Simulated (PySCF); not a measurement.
Radial density of O²⁺ (oxygen, charge +2)

UHF, [He] 2s2 2p2, high-spin 3P determinant. All numbers are calculated (PySCF 2.14, the non-relativistic Hamiltonian (point nucleus), in def2-TZVPPD).

```csv
r (bohr),4πr²ρ (e/bohr),4πr²(ρα − ρβ)
0.00275,0.02874,0.0000
0.00463,0.07914,0.0000
0.00779,0.2124,0.0000
0.0131,0.5525,0.0001
0.0221,1.354,0.0005
0.0371,3.019,0.0019
0.0624,5.719,0.0087
0.105,8.290,0.0423
0.177,7.763,0.1822
0.297,4.020,0.6495
0.499,2.960,1.5475
0.840,3.919,1.8755
1.41,1.758,0.7836
2.38,0.1406,0.0653
4.00,0.0006756,0.0003
```
